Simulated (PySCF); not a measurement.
An unknown is described by computed data only.

Formula: C6H16N3P.

- 1H NMR: chemical shifts (computed TMS as zero) by class: 2.94 (4 H), 2.55 (6 H), 1.45 (4 H), 1.24 (2 H) ppm [GIAO PBE0/pcSseg-1]
- 13C NMR: chemical shifts (computed TMS as zero) by class: 49.9 (2 C), 34.9 (2 C), 25.6 (2 C) ppm [GIAO PBE0/pcSseg-1]
- Rotational structure: rotational constants A, B, C: 1.919, 0.814, 0.708 GHz [PBE0-D3(BJ)/def2-SVP]
- NMR, other nuclei: isotropic shieldings of nuclei other than C and H, by class: 179 (1 N), 207 (1 N), 212 (1 N), 216 (1 P) ppm [GIAO PBE0/pcSseg-1]
- Dipole: 1.21 D [PBE0/pcSseg-1]

Electronic properties: PySCF, gas phase, density fitting. Levels stand in brackets. The structure is a single PBE0-D3(BJ)/def2-SVP conformer in the gas phase; no vibrational or solvent corrections. Each NMR value is the plain mean over a class of atoms that symmetry, rotation or inversion makes alike.

Q: What is the compound? Reason from the data.

A: Numbering: `[CH3:1][N:2]([CH3:3])[P:4]([NH2:5])[N:6]1[CH2:7][CH2:8][CH2:9][CH2:10]1`. 6 carbons fall into 3 classes; from least to most shielded: ring sp3 carbon bound to nitrogen [C7/C10] (49.9 ppm, 2 C), N-methyl carbon [C1/C3] (34.9 ppm, 2 C, up to 10.7 ppm apart in this geometry), ring CH2 carbon [C8/C9] (25.6 ppm, 2 C). Hydrogen classes from least to most shielded: 4 H on 2 like atoms (sp3 carbon bound to nitrogen), C7/C10 (2.94 ppm, a mean of values up to 1.4 ppm apart in this geometry), 6 H on 2 N-methyl carbons, C1/C3 (2.55 ppm, a mean of values up to 1.7 ppm apart in this geometry), 4 H on 2 ring CH2 carbons, C8/C9 (1.45 ppm), 2 H on a nitrogen bonded to P and 2 H, N5 (1.24 ppm). The other shieldings belong to: 179 ppm, nitrogen bonded to 2 C and P [N6]; 207 ppm, nitrogen bonded to 2 C and P [N2]; 212 ppm, nitrogen bonded to P and 2 H [N5]; 216 ppm, three-coordinate phosphorus [P4]. The optimised geometry has point group C1 and is an asymmetric top. Structure: `CN(C)P(N)N1CCCC1`. The assignments are read from this structure; whether some other isomer fits the data as well wasn't checked.
